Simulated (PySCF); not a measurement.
C2H6O, charge +1, doublet, geometry from GFN2-xTB (a state made from the parent by changing its charge; the spin is typed, not shown lowest); DF-R2SCAN/pcseg-2 (PySCF).

Here is a job for PySCF.
```python
from pyscf import gto, scf, dft

mol = gto.Mole()
mol.atom = '''
    C     1.20375736   -0.11633576    0.01209633
    O    -0.02342911    0.46081830   -0.13995856
    C    -1.18692692   -0.21469587    0.08844375
    H     1.18320292   -1.16278172    0.33135107
    H     1.80128557    0.50368662    0.71025579
    H     1.76939206    0.00272769   -0.93382947
    H    -1.06027273   -1.25508521    0.40299733
    H    -1.81952555   -0.14493143   -0.81921600
    H    -1.78763204    0.35602751    0.82486925
'''
mol.basis = 'pcseg-2'
mol.charge = 1
mol.spin = 1
mol.verbose = 4
mol.build()

mf = dft.UKS(mol)
mf.xc = 'r2scan'
mf = mf.density_fit(auxbasis='def2-universal-jkfit')
mf.kernel()
```

Output, abridged:

```
PySCF version 2.14.0

[INPUT] verbose = 4
[INPUT] num. atoms = 9
[INPUT] num. electrons = 25
[INPUT] charge = 1
[INPUT] spin (= nelec alpha-beta = 2S) = 1
[INPUT] symmetry False subgroup None
[INPUT] Mole.unit = angstrom
[INPUT] Symbol           X                Y                Z      unit          X                Y                Z       unit  Magmom
[INPUT]  1 C      1.203757360000  -0.116335760000   0.012096330000 AA    2.274771730829  -0.219842724893   0.022858750812 Bohr   0.0
[INPUT]  2 O     -0.023429110000   0.460818300000  -0.139958560000 AA   -0.044274601242   0.870820380188  -0.264483347189 Bohr   0.0
[INPUT]  3 C     -1.186926920000  -0.214695870000   0.088443750000 AA   -2.242966808674  -0.405716394375   0.167134464930 Bohr   0.0
[INPUT]  4 H      1.183202920000  -1.162781720000   0.331351070000 AA    2.235929468586  -2.197338993451   0.626162773382 Bohr   0.0
[INPUT]  5 H      1.801285570000   0.503686620000   0.710255790000 AA    3.403936399431   0.951829764408   1.342188921487 Bohr   0.0
[INPUT]  6 H      1.769392060000   0.002727690000  -0.933829470000 AA    3.343666400380   0.005154587053  -1.764681945348 Bohr   0.0
[INPUT]  7 H     -1.060272730000  -1.255085210000   0.402997330000 AA   -2.003625077045  -2.371767309892   0.761554582631 Bohr   0.0
[INPUT]  8 H     -1.819525550000  -0.144931430000  -0.819216000000 AA   -3.438404966149  -0.273880709542  -1.548093876862 Bohr   0.0
[INPUT]  9 H     -1.787632040000   0.356027510000   0.824869250000 AA   -3.378134967098   0.672794486711   1.558776971075 Bohr   0.0

nuclear repulsion = 84.6612250542791
number of shells = 30
number of NR pGTOs = 240
number of NR cGTOs = 174
basis = pcseg-2
ecp = {}

******** <class 'pyscf.df.df_jk.DFUKS'> ********
method = DFUKS
initial guess = minao
damping factor = 0
level_shift factor = 0
DIIS = <class 'pyscf.scf.diis.CDIIS'>
diis_start_cycle = 1
diis_space = 8
diis_damp = 0
SCF conv_tol = 1e-09
SCF conv_tol_grad = None
SCF max_cycles = 50
direct_scf = False
number electrons alpha = 13  beta = 12
XC library pyscf.dft.libxc version 7.1.2
    S. Lehtola, C. Steigemann, M. J. T. Oliveira, and M. A. L. Marques,  SoftwareX 7, 1–5 (2018)
XC functionals = r2scan
    J. W. Furness, A. D. Kaplan, J. Ning, J. P. Perdew, and J. Sun,  J. Phys. Chem. Lett. 11, 8208–8215 (2020)
    J. W. Furness, A. D. Kaplan, J. Ning, J. P. Perdew, and J. Sun,  J. Phys. Chem. Lett. 11, 9248–9248 (2020)
    J. W. Furness, A. D. Kaplan, J. Ning, J. P. Perdew, and J. Sun,  J. Phys. Chem. Lett. 11, 8208–8215 (2020)
    J. W. Furness, A. D. Kaplan, J. Ning, J. P. Perdew, and J. Sun,  J. Phys. Chem. Lett. 11, 9248–9248 (2020)
radial grids:
    Treutler-Ahlrichs [JCP 102, 346 (1995); DOI:10.1063/1.469408] (M4) radial grids

becke partition: Becke, JCP 88, 2547 (1988); DOI:10.1063/1.454033
pruning grids: <function nwchem_prune>
grids dens level: 3
symmetrized grids: False
atomic radii adjust function: <function treutler_atomic_radii_adjust>
small_rho_cutoff = 0
Set gradient conv threshold to 3.16228e-05
tot grids = 101168
init E= -155.098061921263

cycle= 1 E= -154.628640586121  delta_E= 0.469  |g|= 0.163  |ddm|= 1.39
cycle= 2 E= -154.63047195426  delta_E= -0.00183  |g|= 0.169  |ddm|= 0.187
cycle= 3 E= -154.637532032888  delta_E= -0.00706  |g|= 0.0841  |ddm|= 0.114
cycle= 4 E= -154.640344787333  delta_E= -0.00281  |g|= 0.0195  |ddm|= 0.0464
cycle= 5 E= -154.640507733475  delta_E= -0.000163  |g|= 0.00432  |ddm|= 0.0131
cycle= 6 E= -154.64051692754  delta_E= -9.19e-06  |g|= 0.00187  |ddm|= 0.00406
cycle= 7 E= -154.640518811855  delta_E= -1.88e-06  |g|= 0.000513  |ddm|= 0.00151
cycle= 8 E= -154.640518976025  delta_E= -1.64e-07  |g|= 0.000111  |ddm|= 0.000493
cycle= 9 E= -154.640518986079  delta_E= -1.01e-08  |g|= 4.59e-05  |ddm|= 0.000154
cycle= 10 E= -154.640518987232  delta_E= -1.15e-09  |g|= 6.68e-06  |ddm|= 3.85e-05
cycle= 11 E= -154.640518987274  delta_E= -4.22e-11  |g|= 3.59e-06  |ddm|= 9.49e-06
Extra cycle  E= -154.640518987266  delta_E= 8.92e-12  |g|= 5.66e-06  |ddm|= 6.11e-06
converged SCF energy = -154.640518987266  <S^2> = 0.75524872  2S+1 = 2.0052419
```
